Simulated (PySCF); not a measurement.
# Stretching InF⁻

Set-up: In def2-TZVPPD with ECP28, F def2-TZVPPD; scalar-relativistic core potentials (PySCF 2.14). Energies in eV from In + F⁻ in their ground configurations at the same level. State: ²Π (doublet), unpaired electrons π ↑.

| R (Å) | PBE0 | revPBE | UHF-CCSD(T) | UHF-MP2 |
| --- | --- | --- | --- | --- |
| 1.797 | -1.597 | -1.205 |  | -1.454 |
| 1.881 | -2.012 | -1.672 | -1.961 | -1.879 |
| 1.965 | -2.224 | -1.933 | -2.177 | -2.098 |
| 2.027 | -2.293 | -2.035 | -2.246 | -2.170 |
| 2.090 | -2.308 | -2.081 | -2.260 | -2.188 |
| 2.153 | -2.284 | -2.086 | -2.236 | -2.166 |
| 2.236 | -2.212 | -2.048 | -2.162 | -2.097 |
| 2.341 | -2.084 | -1.956 | -2.031 | -1.972 |
| 2.466 | -1.902 | -1.812 | -1.848 | -1.794 |
| 2.633 | -1.652 | -1.602 |  | -1.550 |

Problem. Put a parabola through the three lowest points of the PBE0 curve and estimate Re, k and ωe (reduced mass 16.3 u; 1 eV/Å² = 0.16022 mdyn/Å; ωe = 1302.8·√(k/μ) cm⁻¹).

Solution. Through R = 2.027, 2.09, 2.153 Å the second-order coefficient is 4.91 eV/Å², so Re ≈ 2.083 Å, k ≈ 1.57 mdyn/Å and ωe ≈ 405 cm⁻¹. A polynomial fit of higher order to the unrounded PBE0 energies gives Re = 2.080 Å, k = 1.64 mdyn/Å, ωe = 414 cm⁻¹; anharmonicity and rounding make the difference.

The higher-order fit for each curve: PBE0: Re = 2.080 Å, ωe = 414 cm⁻¹, De = 2.31 eV; revPBE: Re = 2.130 Å, ωe = 374 cm⁻¹, De = 2.09 eV; UHF-CCSD(T): Re = 2.079 Å, ωe = 418 cm⁻¹, De = 2.26 eV; UHF-MP2: Re = 2.084 Å, ωe = 412 cm⁻¹, De = 2.19 eV.

Correlated steps freeze 5 core orbitals. Spin–orbit coupling is left out, which matters for elements this heavy, above all for dissociation energies. For an ion De counts to the pair picked by the measured ionisation energies or electron affinities, which need not be the lowest pair at this level. The highest Kohn–Sham level is positive in this anion. Much of that is self-interaction error, but it also means that the finite basis helps to hold the extra electron. The state was picked by a PBE0 search and need not be the measured ground state.
